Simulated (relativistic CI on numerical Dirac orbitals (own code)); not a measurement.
## What each ingredient does to the levels of Hg23+

Base calculation: Dirac-Coulomb-Breit CI, separate exchange-only KLI orbitals for each configuration, model QED, unscaled Slater integrals.

Configurations in the expansion (outside the closed core [Ar] 3d10): 4s2.4p6.4d10.4f11, 4s2.4p6.4d10.4f10.5s, 4s2.4p6.4d10.4f9.5s2, 4s2.4p6.4d10.4f10.5p, 4s2.4p6.4d9.4f12, 4s2.4p6.4d10.4f10.5d, 4s2.4p6.4d8.4f13, 4s2.4p5.4d10.4f12, 4s2.4p6.4d10.4f10.6s, 4s2.4p4.4d10.4f13, 4p6.4d10.4f13, 4s.4p6.4d9.4f13, 4s.4p6.4d10.4f11.5s, 4s.4p6.4d10.4f11.6s. Levels of other configurations are missing.

Variants: (1) Breit term removed; (2) only the first 3 configurations. Shifts of the energy above 4s2.4p6.4d10.4f11 4I°_15/2, in cm⁻¹, for the lowest level and the first level of each name with at least 55 % of one term (blank where a level changes its place among those of its configuration and J or its character, or is not in the variant):

```tsv
Level	Base	Δ(1)	Δ(2)
4s2.4p6.4d10.4f11 4I°_15/2	0	0	0
4s2.4p6.4d10.4f11 4I°_13/2	30676	+987	-34
4s2.4p6.4d10.4f11 4F°_7/2	62533	-33	+2356
4s2.4p6.4d10.4f11 2K°_15/2	74185	+1368	+290
4s2.4p6.4d10.4f11 2P°_1/2	88249	-326	+6152
4s2.4p6.4d10.4f11 2K°_13/2	92891	+1514	+965
4s2.4p6.4d10.4f11 4D°_7/2	103728	-197	+4125
4s2.4p6.4d10.4f11 2I°_11/2	105451	+596	+2257
4s2.4p6.4d10.4f11 2L°_17/2	109413	+2149	-687
4s2.4p6.4d10.4f11 2H°_9/2	122918	+1947	+2186
4s2.4p6.4d10.4f11 2I°_13/2	123139	+2481	+1604
4s2.4p6.4d10.4f11 2L°_15/2	139180	+3134	-568
4s2.4p6.4d10.4f11 4D°_1/2	141521	+1173	+4463
4s2.4p6.4d10.4f11 2F°_7/2	146771	+676	+6083
4s2.4p6.4d10.4f11 2F°_5/2	183149	+1622	+5437
4s2.4p6.4d10.4f10.5s 6I_17/2	472784	-4547	-479
4s2.4p6.4d10.4f10.5s 6I_13/2	509205	-4029	-428
4s2.4p6.4d10.4f10.5s 6I_7/2	532822	-4847	-381
4s2.4p6.4d10.4f10.5s 6F_7/2	540630	-5307	-35
4s2.4p6.4d10.4f10.5s 6G_13/2	541833	-4290	+20
```

At this charge transitions that keep the count of f electrons are usually good to a few per cent. Terms inside the open d or f shell come out 10 to 20 % too wide with unscaled integrals. Levels that differ in their count of f electrons can be misplaced by several ten thousand cm⁻¹, since the correlation energy of f electrons is missing or only estimated; rates across such gaps can be off by orders of magnitude.

Ionisation energy from one configuration of each of the two ions, the ground ones as tabulated or assumed: base 708.474 eV. The NIST ASD value (theoretical) is 710 ± 40 eV.

LS names give the leading component of a level, which can be under half, so a name can repeat, a term be missing and a line seem to break the LS rules.
